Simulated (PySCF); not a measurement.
A GIAO shielding run with PySCF 2.14.0 with density-fitted response routines (density fitting, non-relativistic, gas phase) on `C=C(SC)[C@H](C)[SiH2]N`, C5H13NSSi:

```
$ OMP_NUM_THREADS=1 python probes_run.py task.json out

{"job": {"kind": "nmr", "xc": "PBE0", "basis": "pcSseg-1"}, "charge": 0, "multiplicity": 1}
C     -0.826653     0.033107     1.588033
C     -0.573697    -0.307170     0.332842
S     -1.689818     0.015260    -1.010963
C     -2.942522     1.117792    -0.300144
C      0.669947    -0.976148    -0.152129
C      1.162244    -2.066175     0.793950
Si     2.031725     0.336698    -0.453174
N      1.280250     1.633375    -1.290006
H     -0.110636    -0.172367     2.363473
H     -1.732864     0.517017     1.903155
H     -3.565203     1.440115    -1.128955
H     -2.451196     1.972463     0.155338
H     -3.544751     0.578928     0.425856
H      0.431624    -1.446626    -1.111939
H      1.514011    -1.646871     1.732723
H      1.989448    -2.605681     0.338868
H      0.366461    -2.776858     1.013454
H      3.135073    -0.338811    -1.156042
H      2.506255     0.882483     0.820347
H      1.841075     2.383762    -1.655916
H      0.500309     1.442649    -1.899838
```

Hardware: 1 thread of an Intel Xeon, shared host. The job also computes population analyses, field gradients.

**Question.** How large is the calculation?

**Answer.** 80 electrons, 215 basis functions and 1155 auxiliary functions.

**Question.** How long does it take, and how much memory does it need?

**Answer.** 93 s of wall time, with 14 SCF cycles and 5 response iterations; peak memory 0.89 GiB. Times on a shared host scatter by some tens of per cent.
